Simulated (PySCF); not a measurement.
Geometry:
```csv
atom,x (Å),y (Å),z (Å)
O1,1.034,-0.851,1.138
C2,0.550,-0.321,0.168
O3,1.267,0.441,-0.657
Si4,2.931,0.674,-0.269
C5,-0.896,-0.458,-0.246
C6,-1.684,-1.207,0.814
F7,-2.964,-1.410,0.358
C8,-1.514,0.889,-0.570
F9,-1.433,1.702,0.536
H10,3.642,-0.630,-0.296
H11,3.399,1.552,-1.372
H12,3.056,1.355,1.044
H13,-0.903,-1.051,-1.179
H14,-1.723,-0.617,1.743
H15,-1.218,-2.179,1.034
H16,-2.575,0.753,-0.834
H17,-0.980,1.370,-1.404
```

Geometry: PBE0-D3(BJ)/def2-SVP; GIAO shifts from PySCF, gas phase, non-relativistic, averaged over equivalent atoms.

At KT3/pcSseg-1 (200 basis functions, 42 s wall time on 1 thread of an Arm Neoverse V2, shared host):
```tsv
atoms	δ (ppm)
O1	428.6
O3	194.4
C2	164.1
C6/C8	78.9
C5	48.1
Si4	-34.7
F7/F9	-264.7
H14/H17	4.86
H15/H16	4.83
H10/H11/H12	4.74
H13	2.44
```

Scale: H2O for $^{17}$O (329.03 ppm); TMS for $^{13}$C (182.31 ppm) and $^{29}$Si (365.51 ppm) and $^{1}$H (31.32 ppm); CFCl3 for $^{19}$F (149.45 ppm) (reference shieldings calculated alike).

Predict the values at PBE0/pcSseg-1 on the same geometry.

Results:


| atoms | δ at PBE0/pcSseg-1 | change |
| --- | --- | --- |
| O1 | 461.5 | +32.9 |
| O3 | 196.8 | +2.4 |
| C2 | 177.8 | +13.7 |
| C6/C8 | 79.4 | +0.5 |
| C5 | 48.6 | +0.5 |
| Si4 | -30.6 | +4.1 |
| F7/F9 | -256.0 | +8.7 |
| H14/H17 | 4.87 | +0.01 |
| H15/H16 | 4.82 | -0.01 |
| H10/H11/H12 | 4.86 | +0.12 |
| H13 | 2.36 | -0.08 |

References, each an isolated molecule treated in the same way: $^{17}$O (σref 334.56) against H2O; $^{13}$C (σref 184.41) and $^{29}$Si (σref 351.99) and $^{1}$H (σref 31.27) against TMS; $^{19}$F (σref 177.25) against CFCl3.

The largest change is at O1 (carbonyl oxygen). Cost: 200 basis functions, 43 s wall time on 1 thread of an Arm Neoverse V2, shared host. The order of the carbon signals is the same at both levels.

Unscaled 19F shifts against computed CFCl3 carry errors that often reach 10 to 50 ppm. Unscaled 17O shifts of doubly bonded oxygen tend to come out too high, by tens of ppm or more. Experimental scales use liquid or dissolved standards, which lie at an offset from isolated H2O (liquid H2O: subtract about 36 ppm).
